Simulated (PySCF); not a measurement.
Bond curve of SiAs⁺

Set-up: Si def2-TZVPPD, As def2-TZVPPD; no relativity (PySCF 2.14). Energies in eV from Si⁺ + As in their ground configurations at the same level. All curves are PBE0. state 1: ³Σ⁻ (triplet), unpaired electrons π ↑↑; state 2: Ms = 0 determinant of mixed spin (⟨S²⟩ near 1.0), unpaired electrons π ↑↓, a mixture of terms (⟨Lz²⟩ = 2.0), a second solution, started from another occupation; state 3: ³Π (triplet), unpaired electrons σ ↑, π ↑, a second solution, started from another occupation; state 4: Ms = 0 determinant of mixed spin (⟨S²⟩ near 1.0), unpaired electrons σ ↓, π ↑, a second solution, started from another occupation.

```
R (Å)  state 1  state 2  state 3  state 4
2.002   -2.043   -1.762   -2.300   -2.130
2.095   -2.608   -2.334   -2.564   -2.388
2.188   -2.917   -2.649   -2.623   -2.438
2.258   -3.025   -2.761   -2.575   -2.383
2.328   -3.054   -2.793   -2.474   -2.274
2.398   -3.023   -2.763   -2.343   -2.132
2.491   -2.911   -2.652   -2.154   -1.927
2.607   -2.695   -2.434   -1.927   -1.678
2.747   -2.373   -2.107   -1.685   -1.408
2.933   -1.908   -1.622   -1.418   -1.106
```

**Question.** Put a parabola through the three lowest points of the state 1 curve and estimate Re, k and ωe (reduced mass 20.37 u; 1 eV/Å² = 0.16022 mdyn/Å; ωe = 1302.8·√(k/μ) cm⁻¹).

**Answer.** Through R = 2.258, 2.328, 2.398 Å the second-order coefficient is 6.12 eV/Å², so Re ≈ 2.327 Å, k ≈ 1.96 mdyn/Å and ωe ≈ 404 cm⁻¹. A polynomial fit of higher order to the unrounded PBE0 energies gives Re = 2.324 Å, k = 2.02 mdyn/Å, ωe = 411 cm⁻¹; anharmonicity and rounding make the difference.

The higher-order fit for each curve: state 1: Re = 2.324 Å, ωe = 411 cm⁻¹, De = 3.05 eV; state 2: Re = 2.326 Å, ωe = 412 cm⁻¹, minimum 2.79 eV below the ground-state fragments; state 3: Re = 2.175 Å, ωe = 476 cm⁻¹, minimum 2.63 eV below the ground-state fragments; state 4: Re = 2.170 Å, ωe = 484 cm⁻¹, minimum 2.44 eV below the ground-state fragments.

⟨S²⟩ of the unrestricted solution departs from its pure value on part of the curve, where spin states mix. Spin–orbit coupling is left out. For an ion De counts to the pair picked by the measured ionisation energies or electron affinities, which need not be the lowest pair at this level. The state was picked by a PBE0 search and need not be the measured ground state.
